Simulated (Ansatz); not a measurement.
Basis-set series for `CC[Si](F)(F)Cl`. Total charge 0; spin multiplicity 1. The structure was optimised at the PBE0-D4/def2-TZVP level. It is one conformer, not always the lowest.

```json
{"functional": "PBE0-D4", "basis": "def2-TZVPP", "functions": "278", "energy (Eh)": "-1028.40542", "HOMO (eV)": "-9.23", "LUMO (eV)": "0.77"}
{"functional": "PBE0-D4", "basis": "def2-QZVPP", "functions": "518", "energy (Eh)": "-1028.44482", "HOMO (eV)": "-9.25", "LUMO (eV)": "0.36"}
{"functional": "ωB97M-V", "basis": "def2-TZVPP", "functions": "278", "energy (Eh)": "-1028.82952", "HOMO (eV)": "-11.46", "LUMO (eV)": "2.28"}
{"functional": "ωB97M-V", "basis": "def2-QZVPP", "functions": "518", "energy (Eh)": "-1028.86670", "HOMO (eV)": "-11.48", "LUMO (eV)": "1.57"}
```

Give the rows for def2-SVP. (Estimate.)

Computed: 
```
functional     basis  functions  energy (Eh)  HOMO (eV)  LUMO (eV)
   PBE0-D4  def2-SVP        117  -1027.79242      -9.18       1.29
   ωB97M-V  def2-SVP        117  -1028.20872     -11.38       2.97
```

Positive LUMOs are unbound and depend on the basis.
